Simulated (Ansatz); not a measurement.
HO$_{2}$ (SMILES [O-]O), charge -1, singlet, geometry from GFN2-xTB (a gas-phase anion, which may not be bound at this level); CASSCF(4,3)/STO-3G (Ansatz, a first-principles code).

Ansatz was given this input:
Ansatz 0.2 input:
```yaml
crystal:
  periodic: [false, false, false]
  atoms:
    - {symbol: O, position_ang: [0.05490534, 0.78093785, -0.03251581]}
    - {symbol: O, position_ang: [0.03987144, -0.67586595, -0.02806914]}
    - {symbol: H, position_ang: [-0.75821429, -0.84057518, 0.48467963]}
basis:
  gaussian:
    orbitals: STO-3G
hamiltonian:
  xc: hf
total_charge: -1
magnetization: {spin_polarized: false}
correlation: {active_space: {window: {electrons: 4, orbitals: 3}}}
```

Output, abridged:

```
Functional definition: HF
156 factors; integrals over basis functions are off by at most 9.8e-6 eV
mean field evaluation 1: about -4023.0802 eV, gradient 2.1e1 eV
mean field evaluation 2: about -4023.1968 eV, gradient 2.1e1 eV
mean field evaluation 4: about -4025.4379 eV, gradient 1.4e0 eV
mean field evaluation 8: about -4025.4447 eV, gradient 1.6e-4 eV
mean field -4025.44471924 eV, -147.9323648878 hartree, gradient 1.7e-6 eV, S^2 0.000000; 0 other end points of the search recorded, 0 dependent functions left out
reference -4025.44471924 eV, -147.9323648878 hartree; 9, 9 occupied and 2, 2 virtual orbitals, 156 factors
state -4026.38004369 eV, -147.9667374273 hartree
Total energy: -4026.38004369 eV, -147.9667374273 hartree
```
